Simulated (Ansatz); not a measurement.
Geometry optimisation, Ansatz 0.2.0, RKS B3LYP-D4/def2-SVP.

Input:

```yaml
crystal:
  periodic: [false, false, false]
  atoms:
    - { symbol: C, position_ang: [-1.5305, 0.69132, -1.06118] }
    - { symbol: O, position_ang: [-0.55452, 0.01383, -0.27181] }
    - { symbol: Al, position_ang: [0.3382, -0.98722, 0.63437] }
    - { symbol: O, position_ang: [1.9354, -0.18216, 1.01355] }
    - { symbol: H, position_ang: [-1.44701, 0.3612, -2.09502] }
    - { symbol: H, position_ang: [-2.52667, 0.46569, -0.6856] }
    - { symbol: H, position_ang: [-1.35012, 1.76368, -0.99936] }
    - { symbol: H, position_ang: [0.30403, -2.33622, 1.2607] }
    - { symbol: H, position_ang: [-1.07756, -1.26802, 0.09737] }
    - { symbol: H, position_ang: [2.69261, -0.49841, 1.5353] }
total_charge: 1
basis:
  gaussian: { orbitals: def2-SVP }
hamiltonian:
  xc: b3lyp
  dispersion: d4
relax:
  f_tol: 0.02
  max_steps: 50
```

Command:

```bash
$ ansatz run input.yaml --threads 2 --pin off --max-ram 3072MiB --backend cpu --events-out ev --progress --plain --runs-dir out
```

Task: Where does it end, and by what steps?

Result: The forces met the threshold. The force dipped under the threshold on the way, but the program's further checks kept it going. Limits of this set-up: the dipole of an ion depends on the origin. After 15 steps the energy has fallen by 4.772 eV; H7 moved furthest, 1.20 Å. The start is strongly strained (largest force component 10 eV/Å), so its close contacts needn't be bonds. Parted: Al3–H9. Joined: O2–H9.

```json
{"step": "0", "energy less start (eV)": "0.0000", "largest force component (eV/Å)": "10.002", "accepted": "yes"}
{"step": "1", "energy less start (eV)": "-1.6284", "largest force component (eV/Å)": "6.730", "accepted": "yes"}
{"step": "2", "energy less start (eV)": "-3.4379", "largest force component (eV/Å)": "2.695", "accepted": "yes"}
{"step": "3", "energy less start (eV)": "-4.0149", "largest force component (eV/Å)": "1.397", "accepted": "yes"}
{"step": "4", "energy less start (eV)": "-4.3468", "largest force component (eV/Å)": "0.522", "accepted": "yes"}
{"step": "5", "energy less start (eV)": "-4.5108", "largest force component (eV/Å)": "0.732", "accepted": "yes"}
{"step": "6", "energy less start (eV)": "-4.6116", "largest force component (eV/Å)": "0.518", "accepted": "yes"}
{"step": "7", "energy less start (eV)": "-4.6936", "largest force component (eV/Å)": "0.330", "accepted": "yes"}
{"step": "8", "energy less start (eV)": "-4.7436", "largest force component (eV/Å)": "0.449", "accepted": "yes"}
{"step": "9", "energy less start (eV)": "-4.7611", "largest force component (eV/Å)": "0.273", "accepted": "yes"}
{"step": "10", "energy less start (eV)": "-4.7548", "largest force component (eV/Å)": "0.529", "accepted": "no"}
{"step": "11", "energy less start (eV)": "-4.7698", "largest force component (eV/Å)": "0.093", "accepted": "yes"}
{"step": "12", "energy less start (eV)": "-4.7707", "largest force component (eV/Å)": "0.066", "accepted": "yes"}
{"step": "13", "energy less start (eV)": "-4.7714", "largest force component (eV/Å)": "0.022", "accepted": "yes"}
{"step": "14", "energy less start (eV)": "-4.7716", "largest force component (eV/Å)": "0.017", "accepted": "yes"}
{"step": "15", "energy less start (eV)": "-4.7717", "largest force component (eV/Å)": "0.012", "accepted": "yes"}
```

```xyz
10
Properties=species:S:1:pos:R:3
C -1.219 0.609 -0.875
O -0.994 -0.701 -0.217
Al 0.476 -1.216 0.792
O 1.434 0.135 0.768
H -1.286 0.439 -1.957
H -2.143 1.040 -0.469
H -0.348 1.222 -0.621
H 0.325 -2.673 1.296
H -1.735 -1.315 -0.371
H 2.273 0.484 1.082
```

Whether the end is a true minimum wasn't checked by a vibrational analysis.

Run time: 28 s on 2 threads of Arm Neoverse V2, on a shared host, peak memory 0.17 GiB.
